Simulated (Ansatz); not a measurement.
Cost and result for the atomization energy of BrF2H3Si2, SMILES `F[Si](F)([SiH3])Br` (8 atoms, 7 bonds).

The species carries charge 0 and has multiplicity 1. Correlated methods include outer-core shells of Br, which these sets cover unevenly. Scalar relativity is left out up to krypton. The geometry is a stationary point of PBE0-D4/def2-TZVP. Program: Ansatz. All runs use 4 threads of an INTEL XEON PLATINUM 8581C on a shared host. Times are those of one run each, without the atoms' runs, and a repeat can differ threefold. Electronic energies, without spin–orbit coupling; frozen cores. CCSD(T)/CBS adds CCSD(T) − MP2 in def2-TZVPP to the MP2 limit, and its time is that of the two runs behind it. T1 = 0.011. With those shells the extrapolation isn't a true limit. HSE06 is the plane-wave form, built on full-range PBE exchange.

CCSD(T)/CBS is a level of theory with its own doubt, some kJ/mol a heavy atom from the limit and from the frozen cores, so smaller differences don't rank the functionals.

| level | functions | wall time |
| --- | --- | --- |
| LDA (SPW92)/def2-TZVPP | 236 | 0.8 s |
| BLYP-D4/def2-TZVPP | 236 | 1.2 s |
| revPBE-D4/def2-TZVPP | 236 | 1.2 s |
| PBE-D4/def2-TZVPP (with forces) | 236 | 1.6 s |
| BHLYP-D4/def2-TZVPP | 236 | 2.5 s |
| HSE06-D4/def2-TZVPP | 236 | 2.7 s |
| r2SCANh-D4/def2-TZVPP | 236 | 3.3 s |
| B2PLYP/def2-TZVPP | 236 | 3.8 s |
| PBE-QIDH/def2-TZVPP | 236 | 4 s |
| CCSD(T)/def2-SVP | 111 | 4.3 s |
| MP2/def2-QZVPP | 433 | 14 s |
| CCSD(T)/def2-TZVPP | 236 | 90 s |
| CCSD(T)/CBS(def2) | – | 100 s |

(1) What atomization energy does each give, and how far from CCSD(T)/CBS? (An estimate is asked.)

Answers

(1) Computed: 
| level | atomization (kJ/mol) | difference from CCSD(T)/CBS | per bond |
| --- | --- | --- | --- |
| LDA (SPW92)/def2-TZVPP | 3099.7 | 333.0 | 47.6 |
| BLYP-D4/def2-TZVPP | 2711.6 | -55.1 | -7.9 |
| revPBE-D4/def2-TZVPP | 2682.2 | -84.5 | -12.1 |
| PBE-D4/def2-TZVPP (with forces) | 2749.4 | -17.3 | -2.5 |
| BHLYP-D4/def2-TZVPP | 2658.8 | -107.9 | -15.4 |
| HSE06-D4/def2-TZVPP | 2708.9 | -57.8 | -8.3 |
| r2SCANh-D4/def2-TZVPP | 2734.2 | -32.5 | -4.6 |
| B2PLYP/def2-TZVPP | 2701.0 | -65.7 | -9.4 |
| PBE-QIDH/def2-TZVPP | 2712.8 | -53.9 | -7.7 |
| CCSD(T)/def2-SVP | 2504.6 | -262.1 | -37.4 |
| MP2/def2-QZVPP | 2797.6 | 30.9 | 4.4 |
| CCSD(T)/def2-TZVPP | 2673.3 | -93.4 | -13.3 |
| CCSD(T)/CBS(def2) | 2766.7 | 0.0 | 0.0 |

At CCSD(T), def2-SVP lies −262.1 kJ/mol from the extrapolated value and def2-TZVPP −93.4 kJ/mol: correlation converges slowly with the basis, and small sets miss more of it in the bonded molecule than in its fragments. The D4 term adds +35.8 kJ/mol with B3LYP and +18.7 kJ/mol with PBE0; it sums over pairs of atoms, weighted by their polarisabilities, and B3LYP, whose exchange is more repulsive, gets the larger term. Leaving LDA and LC-ωPBE aside and taking each functional with its dispersion term where it has one, the values, not all of them listed here, spread over 102.7 kJ/mol, from BHLYP-D4 to ωB97X-V. LDA lies +372.1 kJ/mol from PBE without D4, its usual overbinding.

B3LYP here is the variant with VWN-RPA as its local correlation; programs differ in this.
